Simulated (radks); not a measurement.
The numbers below are computed, except where a source is named.
The krypton ion Kr11+ is in [Ar] 3d7. Code: a radial shooting solver on a logarithmic mesh with Libxc functionals. Model: scalar-relativistic Kohn-Sham, PBEsol, spin-polarised, spherical densities, finite nucleus; Fermi nuclear charge, rms radius of each element as measured or else 0.836 A^(1/3) + 0.57 fm. Open shells are filled with parallel spins first. One electron is removed from 3p, 3d, 3s, 2p in turn, with full relaxation. Which removal costs least, and what does each cost?

Answer. 3d 349.26 eV; 3p 461.88 eV; 3s 531.22 eV; 2p 1974.2 eV. The 3d electron leaves first.
